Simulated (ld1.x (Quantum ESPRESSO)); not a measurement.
**Logarithmic derivatives: Ca, PAW**

- Element: Ca (Z = 20)
- Generator: ld1.x (Quantum ESPRESSO) 7.5
- Type: PAW
- Functional: LDA (PZ)
- Relativity: scalar-relativistic
- Frozen core: [Ne]
- Valence charge: 10
- Reference configuration: 3s2 3p6 3d0 4s2 4p0
- Partial waves: 3s (bound): rcut 1.55, rcutus 1.80 bohr; 4s (bound): rcut 1.55, rcutus 1.80 bohr; 3p (bound): rcut 1.90, rcutus 2.65 bohr; 4p (bound, empty): rcut 1.90, rcutus 2.65 bohr; 3d (bound, empty): rcut 2.20, rcutus 2.70 bohr; 3d channel at 0.2 Ry: rcut 2.20, rcutus 2.70 bohr
- Local potential: all-electron potential smoothed inside 2.25 bohr (lloc = -1)
- Core correction: Bessel-smoothed model core inside 1.30 bohr
- Augmentation charge: BESSEL, radius 1.30 bohr

The phase is arctan(r·u′/u) with u = r·R(r), unwrapped; energies in Ry, scanned from -5 to 5 Ry. A pole is an energy at which the radial function vanishes at the test radius. The pseudo phase is shifted by a multiple of π to meet the all-electron one at the reference energy, and phase errors are pseudo minus all-electron; the curves can meet again beyond the range given. Levels narrower than the energy grid can be missing from the lists of poles.

```tsv
channel	radius (bohr)	reference energy (Ry)	poles, all-electron	poles, pseudo	unbroken range about the reference energy with phases within 0.05 rad	phase error 1 Ry above the reference energy (rad)
s	2.96	-0.28	-3.42, 1.89	-3.42, 1.85	below 3.6	-0.001
p	2.96	-0.11	-2.00, 2.65	-2.00, 1.76	below 0.4	-0.132
d	2.96	-0.16	0.16, 3.79	0.16, 4.20	below 1.5	+0.001
```

Phases in the p channel:

```json
{"E (Ry)": "-5.00", "all-electron": "1.410", "pseudo": "1.407"}
{"E (Ry)": "-4.48", "all-electron": "1.399", "pseudo": "1.396"}
{"E (Ry)": "-3.96", "all-electron": "1.385", "pseudo": "1.381"}
{"E (Ry)": "-3.44", "all-electron": "1.366", "pseudo": "1.362"}
{"E (Ry)": "-2.92", "all-electron": "1.337", "pseudo": "1.332"}
{"E (Ry)": "-2.40", "all-electron": "1.255", "pseudo": "1.249"}
{"E (Ry)": "-1.88", "all-electron": "-1.701", "pseudo": "-1.704"}
{"E (Ry)": "-1.36", "all-electron": "-1.829", "pseudo": "-1.833"}
{"E (Ry)": "-0.84", "all-electron": "-1.918", "pseudo": "-1.922"}
{"E (Ry)": "-0.32", "all-electron": "-2.076", "pseudo": "-2.077"}
{"E (Ry)": "0.20", "all-electron": "-2.534", "pseudo": "-2.544"}
{"E (Ry)": "0.72", "all-electron": "-3.792", "pseudo": "-3.925"}
{"E (Ry)": "1.24", "all-electron": "-4.387", "pseudo": "-4.510"}
{"E (Ry)": "1.76", "all-electron": "-4.574", "pseudo": "-4.713"}
{"E (Ry)": "2.28", "all-electron": "-4.667", "pseudo": "-4.864"}
{"E (Ry)": "2.80", "all-electron": "-4.729", "pseudo": "-5.085"}
{"E (Ry)": "3.32", "all-electron": "-4.780", "pseudo": "-5.763"}
{"E (Ry)": "3.84", "all-electron": "-4.835", "pseudo": "-7.069"}
{"E (Ry)": "4.36", "all-electron": "-4.909", "pseudo": "-7.476"}
{"E (Ry)": "4.88", "all-electron": "-5.043", "pseudo": "-7.617"}
```
